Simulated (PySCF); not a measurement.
A run for PySCF: R-M06-2X/6-31G* on CH4O2Si (SMILES CO[Si]O), a point of a torsion scan.

```python
from pyscf import gto, scf, dft, mp
from pyscf.data.elements import chemcore

mol = gto.M(
    atom='''
    C    -0.90964356    0.00825054    0.20740307
    O    -0.06320837   -1.03413273   -0.12635436
    Si    1.54548000   -1.21888223    0.20439058
    O     1.78197473   -2.65076611   -0.50209853
    H    -1.83255097   -0.40174972    0.62572860
    H    -0.45417335    0.67907592    0.94178725
    H    -1.15553586    0.58515002   -0.68928534
    H     1.08539014   -3.13596106   -0.95146956
    ''',
    basis='6-31g*',
    cart=True,
    charge=0, spin=0, verbose=3, max_memory=1800)
mf = dft.RKS(mol, xc='m062x')
mf.conv_tol = 1e-8
mf.max_cycle = 100
mf.kernel()
if not mf.converged:
    mf = mf.newton().run(mf.mo_coeff, mf.mo_occ)
```

The log:

```
converged SCF energy = -480.370547745018
```

The calculation finished and met its thresholds.

Cost: around 19 core-seconds (rough).
